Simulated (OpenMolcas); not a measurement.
Os6+: effect of the basis set

* Program: OpenMolcas 26.06
* Method: RASSCF
* Active space: 8 electrons in 8 orbitals (RAS1 5p, at most 2 holes; RAS2 5d)
* State averaging: 2S+1 = 3 even, 10 roots; 2S+1 = 1 even, 15 roots
* Spin-orbit coupling: RASSI with atomic mean-field integrals over the reference wave functions, term energies averaged over their components

A. ANO-R2 [8s6p5d3f1g], X2C, finite nucleus; cost of the order of 19 core-seconds
B. ANO-RCC-VTZP [8s7p5d3f2g1h], DKH2, point nucleus; cost about 25 core-seconds
C. ANO-RCC-VQZP [9s8p6d4f3g2h], DKH2, point nucleus; cost roughly 25 core-seconds

Energies in cm-1 above 5d2 3F2, the measured ground level; measured values from van het Hof, Joshi, Wyart and Sugar, J. Res. Natl. Inst. Stand. Technol. 100, 687 (1995).

| Level | A | B | C | Measured |
| --- | --- | --- | --- | --- |
| 5d2 3F2 | 0.0 | 0.0 | 0.0 | 0.0 |
| 5d2 3F3 | 10742 | 10897 | 10295 | 10308 |
| 5d2 3P0 | 17470 | 17321 | 17523 | 15837 |
| 5d2 3F4 | 19228 | 19411 | 18573 |  |
| 5d2 3P1 | 24152 | 24154 | 23845 | 22098 |
| 5d2 1G4 | 34763 | 34785 | 34262 | 31274 |
| 5d2 3P2 [56 %] | 35835 | 35983 | 35086 | 33127 |
| 5d2 1S0 | 61114 | 60847 | 60789 | 57710 |

Deviations, from unrounded energies. A percentage is the sum of absolute deviations over the sum of measured energies, with the sign that they share, or ± where signs differ.

```
                        Against measurement  Levels     A     B     C
             mean absolute deviation (cm-1)       6  2300  2300  1900
      fine structure of the ground term (%)       1  +4.2  +5.7  -0.1
other terms of the ground configuration (%)       5  +8.3  +8.1  +7.2
```

C lies closest to measurement on these levels and A furthest from it. The largest miss of C in the table is 5d2 1S0, by +3100 cm-1. The ranking rests on the paired levels alone, and a cruder setting can come out closer through cancelling errors.

Among A to C the level of the table that moves most is 5d2 3P2 [56 %], by 900 cm-1 (lowest in C, highest in B).

Without dynamic correlation excited terms often stand tens of per cent too high (terms of higher spin than the ground term too low), and those without a measured partner can miss by more than the paired ones. Active for correlation alone: 5p; no level in the range computed is led by a configuration that opens it, so any true level of that kind is missing. Computed and measured levels are paired by configuration, term and J; levels that our copy of the source lacks, or whose pairing is in doubt (as where it misses far off the trend of its configuration), stay unpaired and out of the deviations. Only configurations of the active space appear. The table leaves out levels that lie high or whose names do not pair safely across all columns.

A share in square brackets marks a mixed level and gives the weight of the term that names it, the lowest over the columns.
